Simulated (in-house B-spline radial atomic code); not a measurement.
The rhodium ion Rh⁺ is squeezed into an impenetrable sphere of radius R (the orbitals vanish at R). No spin polarisation. All numbers are computed (scalar-relativistic (X2C) PBE, spherical fractional occupations; Fermi nucleus of rms radius 4.4945 fm) with an all-electron radial atomic-structure program (B-spline basis), not measured.

Energies in eV above the free ion in [Kr] 4d8:

```json
{"R (bohr)": "7.55", "highest level (eV)": "-13.6", "[Kr] 4d8": "0.00569", "[Ar] 3d10 4s2 4p5 4d8 4f1": "64.69", "[Kr] 4d7 4f1": "19.01"}
{"R (bohr)": "5.74", "highest level (eV)": "-13.4", "[Kr] 4d8": "0.1419", "[Ar] 3d10 4s2 4p5 4d8 4f1": "68.59", "[Kr] 4d7 4f1": "22.96"}
{"R (bohr)": "5.23", "highest level (eV)": "-13.1", "[Kr] 4d8": "0.3468", "[Ar] 3d10 4s2 4p5 4d8 4f1": "70.55", "[Kr] 4d7 4f1": "24.95"}
{"R (bohr)": "4.32", "highest level (eV)": "-12", "[Kr] 4d8": "1.715", "[Ar] 3d10 4s2 4p5 4d8 4f1": "76.25", "[Kr] 4d7 4f1": "30.8"}
{"R (bohr)": "3.7", "highest level (eV)": "-9.96", "[Kr] 4d8": "5.231", "[Ar] 3d10 4s2 4p5 4d8 4f1": "84.04", "[Kr] 4d7 4f1": "38.7"}
{"R (bohr)": "3.12", "highest level (eV)": "-5.64", "[Kr] 4d8": "15.67", "[Ar] 3d10 4s2 4p5 4d8 4f1": "100.2", "[Kr] 4d7 4f1": "54.72"}
{"R (bohr)": "2.4", "highest level (eV)": "9.5", "[Kr] 4d8": "72.59", "[Ar] 3d10 4s2 4p5 4d8 4f1": "169.1", "[Kr] 4d7 4f1": "121.5"}
{"R (bohr)": "2.04", "highest level (eV)": "29.1", "[Kr] 4d8": "176.6", "[Ar] 3d10 4s2 4p5 4d8 4f1": "283", "[Kr] 4d7 4f1": "231.9"}
{"R (bohr)": "1.83", "highest level (eV)": "49.8", "[Kr] 4d8": "311.6", "[Ar] 3d10 4s2 4p5 4d8 4f1": "425.3", "[Kr] 4d7 4f1": "370.7"}
{"R (bohr)": "1.43", "highest level (eV)": "135", "[Kr] 4d8": "1031", "[Ar] 3d10 4s2 4p5 4d8 4f1": "1158", "[Kr] 4d7 4f1": "1092"}
```

Task: Does [Ar] 3d10 4s2 4p5 4d8 4f1 fall below [Kr] 4d8 under compression?

Result: No, it stays above over the whole range.

Task: Does [Kr] 4d7 4f1 fall below [Kr] 4d8 under compression?

Result: No, it stays above over the whole range.

The highest level is first positive in the row R = 2.4 bohr, pushed up by confinement above the zero of the free ion's potential. Each configuration is held fixed and needn't be the lowest in the sphere.
